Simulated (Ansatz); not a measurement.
A nudged elastic band was laid between two geometries of C₂H₉FSi₂ (14 atoms, charge 0, multiplicity 1).

These are results of RKS PBE/6-31G* in Ansatz 0.2.0, not measurements.

```json
{"movable images": "5", "climbing image": "yes", "spring": "5.0 eV/Å²", "optimiser": "quadratic models (default)", "start path": "through a guess of the saddle point", "force threshold": "0.05 eV/Å", "iteration limit": "60", "end points": "relaxed"}
```

Image 0:

```xyz
14
Properties=species:S:1:pos:R:3
C -1.957 0.838 0.916
C -0.598 0.829 0.232
F 0.384 1.266 1.163
Si -0.005 -0.898 -0.390
Si 2.299 -0.766 -0.825
H -2.750 0.552 0.203
H -1.982 0.131 1.761
H -2.189 1.847 1.301
H -0.592 1.553 -0.607
H -0.778 -1.287 -1.623
H -0.295 -1.917 0.676
H 2.587 0.454 -1.653
H 3.078 -0.662 0.452
H 2.785 -1.971 -1.580
```

Image 6:

```xyz
14
Properties=species:S:1:pos:R:3
C -1.949 0.761 0.998
C -0.548 0.800 0.404
F 0.394 0.898 1.464
Si -0.045 -0.764 -0.607
Si 2.289 -0.748 -0.870
H -2.708 0.739 0.197
H -2.089 -0.130 1.631
H -2.128 1.658 1.617
H -0.428 1.707 -0.221
H -0.751 -0.760 -1.938
H -0.492 -1.986 0.147
H 2.734 -1.778 -1.869
H 2.734 0.601 -1.358
H 2.974 -1.027 0.434
```

(1) What changes between the two ends?

(2) What energy profile does the band end with?

(3) What is the geometry of the highest image?

(4) What are the harmonic wavenumbers there?

Results:

(1) No bond is made or broken. The dihedral C2–Si4–Si5–H14 goes from -168 to 70°. The two ends are copies of one structure, up to a mirror image or an exchange of like atoms.

(2) The forces met the threshold. The highest image is number 3 of 0 to 6, 0.052 eV above the ends, which have the same energy within 2 meV. A vibrational analysis at the climbing image gives one clearly imaginary mode, 91i cm⁻¹: a first-order saddle point.

```json
{"image": "0", "path coordinate (Å)": "0.00", "energy (eV)": "0.000", "dihedral C2–Si4–Si5–H14 (°)": "-168"}
{"image": "1", "path coordinate (Å)": "0.80", "energy (eV)": "0.013", "dihedral C2–Si4–Si5–H14 (°)": "173"}
{"image": "2", "path coordinate (Å)": "1.60", "energy (eV)": "0.036", "dihedral C2–Si4–Si5–H14 (°)": "153"}
{"image": "3", "path coordinate (Å)": "2.40", "energy (eV)": "0.052", "dihedral C2–Si4–Si5–H14 (°)": "131"}
{"image": "4", "path coordinate (Å)": "3.17", "energy (eV)": "0.042", "dihedral C2–Si4–Si5–H14 (°)": "111"}
{"image": "5", "path coordinate (Å)": "3.95", "energy (eV)": "0.015", "dihedral C2–Si4–Si5–H14 (°)": "90"}
{"image": "6", "path coordinate (Å)": "4.72", "energy (eV)": "0.000", "dihedral C2–Si4–Si5–H14 (°)": "70"}
```

(3) 
```xyz
14
Properties=species:S:1:pos:R:3
C -1.991 0.814 0.913
C -0.535 0.797 0.462
F 0.299 0.899 1.604
Si -0.005 -0.814 -0.459
Si 2.303 -0.750 -0.943
H -2.667 0.786 0.042
H -2.217 -0.055 1.555
H -2.203 1.732 1.488
H -0.331 1.683 -0.174
H -0.810 -0.956 -1.724
H -0.335 -1.981 0.428
H 2.537 -0.547 -2.414
H 2.956 0.385 -0.210
H 2.988 -2.024 -0.538
```

(4) 91i, 57, 94, 217, 240, 268, 374, 405, 428, 499, 533, 614, 715, 740, 846, 881, 899, 905, 908, 986, 1049, 1111, 1251, 1313, 1382, 1460, 1483, 2152, 2169, 2175, 2185, 2188, 2948, 2986, 3063, 3070 cm⁻¹.

Run time: 71 s on 2 threads of Arm Neoverse V2 (shared host), peak memory 0.15 GiB.
